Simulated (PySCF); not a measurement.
A side-by-side comparison of computed properties.

First species: C5H16P2Si.
SMILES: `C[Si](C)(C)PCCP`

Second species: H3SiCF3.
Geometry (GFN2-xTB, Å), atoms numbered from 1 in this order:
```xyz
8
CH3F3Si angstrom
F      1.5311   -0.2100   -1.1096
C      0.9112   -0.0481    0.0770
F      1.4467    1.0589    0.6303
F      1.3085   -1.0800    0.8491
Si    -1.0265    0.0580   -0.0948
H     -1.2564    1.2151   -0.9517
H     -1.4061   -1.2137   -0.6984
H     -1.4994    0.2292    1.2736
```

Levels: PBE0/pcSseg-1 for dipole moment, HOMO energy, LUMO energy and HOMO–LUMO gap; GFN2-xTB for rotational constant A and rotational constant C. Geometries: GFN2-xTB. Each species is one conformer at its optimised geometry, gas phase, non-relativistic unless stated. Electronic properties by PySCF.

The conformers computed, where there is a choice (atom-mapped SMILES and torsion angles):
- `[CH3:1][Si:2]([CH3:3])([CH3:4])[PH:5][CH2:6][CH2:7][PH2:8]`: C1–Si2–P5–C6 -83°, Si2–P5–C6–C7 60°, P5–C6–C7–P8 180°, H–P8–C7–C6 -165°, H–P8–C7–C6 -72°

(1) Which of the two has the higher rotational constant A, and by how much?

(2) Which of the two has the higher dipole moment, and by how much?

(3) Which of the two has the higher HOMO–LUMO gap, and by how much?

(4) Which of the two has the higher HOMO energy, and by how much?

(5) Which has the higher rotational constant C?

(6) Which of the two has the higher LUMO energy, and by how much?

Answers

(1) The second: 5.362 GHz against 1.829 GHz, a difference of 3.533 GHz.

(2) The second: 2.64 D against 1.48 D, a difference of 1.16 D.

(3) The second: 9.49 eV against 6.85 eV, a difference of 2.64 eV.

(4) The first: -6.64 eV against -9.56 eV, a difference of 2.92 eV.

(5) The second: 2.892 GHz against 0.508 GHz, a difference of 2.384 GHz.

(6) The first: 0.21 eV against -0.07 eV, a difference of 0.28 eV.

On the first: In atomic units the dipole is 0.58 e·bohr (1 au = 2.5417 D). A dipole of 1.48 D is allowed in C1, and pure rotational transitions are dipole-allowed. GFN2-xTB frequencies show an imaginary mode (66i cm⁻¹), so this geometry is no minimum at that level.

On the second: Point group C3v permits a dipole; with 2.64 D the species has a pure rotational spectrum. In atomic units the dipole is 1.04 e·bohr (1 au = 2.5417 D).
